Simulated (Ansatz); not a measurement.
The same atomization along the group N, As, Sb, Bi.

Gas-phase electronic energies from Ansatz, PBE0-D4/def2-TZVP geometries. CCSD(T)/CBS is the MP2 limit (def2-TZVPP, def2-QZVPP) plus CCSD(T) − MP2 in def2-TZVPP, frozen cores. This one scheme is used for every species, atoms too. For atomizations the MP2-based limit and the directly extrapolated one differ by several kJ/mol either way, and by 10 to 25 for some Ge, Se and Sn compounds, so smaller differences from it don't rank the levels. DFT in def2-TZVPP. B3LYP here is the variant with VWN-RPA as its local correlation; programs differ in this. No spin–orbit coupling; open shells (•) take unrestricted orbitals. Spin–orbit coupling would lower the free atoms: a little for C; strongly for Bi. Elements past krypton have def2 core potentials. For As, Bi, Sb outer-core shells are correlated without core-valence functions, so the limit isn't a true one: a few kJ/mol of doubt a bond, and 10 to 20 or more in all where bonds break to atoms. Scalar relativity is left out up to krypton.

```
                                   reaction  CCSD/CBS(def2) (kcal/mol)  B3LYP-D4 (kcal/mol)  r2SCAN-D4 (kcal/mol)
                `CN(C)C` → 3 C• + 9 H• + N•                     1147.1               1165.9                1160.0
            `C[As](C)C` → 3 C• + 9 H• + As•                     1102.8               1119.7                1117.6
`[CH3][Sb]([CH3])[CH3]` → 3 C• + 9 H• + Sb•                     1085.3               1099.5                1094.7
`[CH3][Bi]([CH3])[CH3]` → 3 C• + 9 H• + Bi•                     1064.4               1083.5                1076.5
```

Task: Give the CCSD(T)/CBS values in the same order. (Best estimate.)

Result: The calculation gave: 1160.8, 1116.0, 1099.0, 1079.2 kcal/mol.

Largest T1 diagnostic: 0.012, for `[CH3][Bi]([CH3])[CH3]`.
